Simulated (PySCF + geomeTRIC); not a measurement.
Species: [Mo(F)(OH)5] (charge 0, multiplicity 1).

Question: Give a relaxed geometry from PySCF + geomeTRIC with TPSS-D3(BJ)/def2-SVP.

Answer: This is not unique; one that fits is the end point of this relaxation, one of several conformers.
Z-matrix (Å, degrees):
```
Mo
O 1 1.8656
H 2 0.9764 1 123.09
O 1 1.8911 2 100.65 3 -175.08
H 4 0.9814 1 113.74 2 98.33
O 1 1.8953 2 92.13 3 95.03
H 6 0.9763 1 121.58 2 174.86
F 1 1.9060 2 158.67 3 19.22
O 1 1.9438 2 81.29 3 -14.09
H 9 0.9786 1 110.31 2 173.35
O 1 1.9554 2 101.53 3 -97.06
H 11 0.9772 1 110.80 2 81.44
```
